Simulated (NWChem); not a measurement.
System: Si$_{2}$H$_{4}$OCl$_{2}$; SMILES O[Si@@H](Cl)[SiH2]Cl

The following NWChem deck was run.

```
start job
memory heap 200 mb stack 900 mb global 1100 mb
geometry units angstroms noautosym nocenter noautoz
  O      1.688086     0.974923    -0.627782
  Si     0.358908     0.863411     0.354848
  Cl    -0.909349     2.512952     0.111779
  Si    -0.835466    -1.038324    -0.317075
  Cl     0.244869    -2.764423     0.147551
  H      2.349093     1.652404    -0.420883
  H      0.735545     0.872438     1.792606
  H     -2.127709    -1.103810     0.410602
  H     -1.086012    -1.020465    -1.779278
end
basis spherical
  * library 6-31+g*
end
dft
  xc xpbe96 cpbe96
  iterations 150
end
property
  response 1 0.0
end
task dft property
```

Excerpt of the output:

```
             Northwest Computational Chemistry Package (NWChem) 7.3.0
             --------------------------------------------------------

                             Geometry "geometry" -> ""
                             -------------------------

 Output coordinates in angstroms (scale by  1.889725989 to convert to a.u.)

  No.       Tag          Charge          X              Y              Z
 ---- ---------------- ---------- -------------- -------------- --------------
    1 O                    8.0000     1.68808600     0.97492300    -0.62778200
    2 Si                  14.0000     0.35890800     0.86341100     0.35484800
    3 Cl                  17.0000    -0.90934900     2.51295200     0.11177900
    4 Si                  14.0000    -0.83546600    -1.03832400    -0.31707500
    5 Cl                  17.0000     0.24486900    -2.76442300     0.14755100
    6 H                    1.0000     2.34909300     1.65240400    -0.42088300
    7 H                    1.0000     0.73554500     0.87243800     1.79260600
    8 H                    1.0000    -2.12770900    -1.10381000     0.41060200
    9 H                    1.0000    -1.08601200    -1.02046500    -1.77927800

 Effective nuclear repulsion energy (a.u.)     414.1896046613

  pbe96 is a nonlocal functional; adding pw91lda local functional.
                              NWChem Property Module
                              ----------------------

                                 NWChem DFT Module
                                 -----------------

 Summary of "ao basis" -> "ao basis" (spherical)
 ------------------------------------------------------------------------------
       Tag                 Description            Shells   Functions and Types
 ---------------- ------------------------------  ------  ---------------------
 O                          6-31+g*                  8       18   4s3p1d
 Si                         6-31+g*                 10       22   5s4p1d
 Cl                         6-31+g*                 10       22   5s4p1d
 H                          6-31+g*                  2        2   2s

            General Information
            -------------------
          SCF calculation type: DFT
          Wavefunction type:  closed shell.
          No. of atoms     :     9
          No. of electrons :    74
           Alpha electrons :    37
            Beta electrons :    37
          Charge           :     0
          Spin multiplicity:     1
          Use of symmetry is: off; symmetry adaption is: off
          Maximum number of iterations: 150
          AO basis - number of functions:   114
                     number of shells:    56
          Convergence on energy requested:  1.00D-06
          Convergence on density requested:  1.00D-05
          Convergence on gradient requested:  5.00D-04

              XC Information
              --------------
          PerdewBurkeErnzerhof Exchange Functional  1.000
            Perdew 1991 LDA Correlation Functional  1.000 local
           PerdewBurkeErnz. Correlation Functional  1.000 non-local

             Grid Information
             ----------------
          Grid used for XC integration:  medium
          Radial quadrature: Mura-Knowles
          Angular quadrature: Lebedev.
          Tag              B.-S. Rad. Rad. Pts. Rad. Cut. Ang. Pts.
          ---              ---------- --------- --------- ---------
          O                   0.60       49          13.0       434
          Si                  1.10       88          13.0       590
          Cl                  1.00       88          16.0       590
          H                   0.35       45          14.0       434
          Grid pruning is: on
          Number of quadrature shells:   581
          Spatial weights used:  Erf1

      Superposition of Atomic Density Guess
      -------------------------------------

 Sum of atomic energies:       -1573.28771643

      Non-variational initial energy
      ------------------------------

 Total energy =   -1574.598812
 1-e energy   =   -3001.959539
 2-e energy   =    1013.171123
 HOMO         =      -0.303286
 LUMO         =       0.001228

   convergence    iter        energy       DeltaE   RMS-Dens  Diis-err
 ---------------- ----- ----------------- --------- --------- ---------
 d= 0,ls=0.0,diis     1  -1576.2043058135 -1.99D+03  2.04D-02  9.32D-01
 d= 0,ls=0.0,diis     2  -1575.9871262628  2.17D-01  1.36D-02  2.77D+00
 d= 0,ls=0.0,diis     3  -1576.2984910705 -3.11D-01  3.68D-03  1.25D-01
 d= 0,ls=0.0,diis     4  -1576.3056619033 -7.17D-03  2.35D-03  3.91D-02
 d= 0,ls=0.0,diis     5  -1576.3113326899 -5.67D-03  3.44D-04  7.84D-04
  Resetting Diis
 d= 0,ls=0.0,diis     6  -1576.3114413576 -1.09D-04  7.33D-05  3.83D-05
 d= 0,ls=0.0,diis     7  -1576.3114467321 -5.37D-06  3.38D-05  2.62D-06
 d= 0,ls=0.0,diis     8  -1576.3114465165  2.16D-07  2.04D-05  4.11D-06
 d= 0,ls=0.0,diis     9  -1576.3114471103 -5.94D-07  3.34D-06  2.33D-07

         Total DFT energy =    -1576.311447110283
      One electron energy =    -3004.867817565053
           Coulomb energy =     1122.076074026270
    Exchange-Corr. energy =     -107.709308232754
 Nuclear repulsion energy =      414.189604661254

 Numeric. integr. density =       73.999985294671

[...]

 DFT Linear Response polarizability / au
 Frequency  =       0.0000000 / au
              X              Y              Z
 -----------------------------------------------
 X      75.1103441     -6.3380481      2.6502883
 Y      -6.3380481    100.7011750      0.7507077
 Z       2.6503333      0.7507277     65.8693553
 -----------------------------------------------
 Eigenvalues =      74.5034973    102.1853344     64.9920426
 Isotropic   =      80.5602914
 Anisotropic =      33.4670945
 -----------------------------------------------

 Magnetic Dipole Response Matrix (nonzero elements):

 Exiting AOResponse driver routine
```

Level: PBE/6-31+G* (spherical d). All runs use the structure optimised with B3LYP/6-31G* (spherical d).
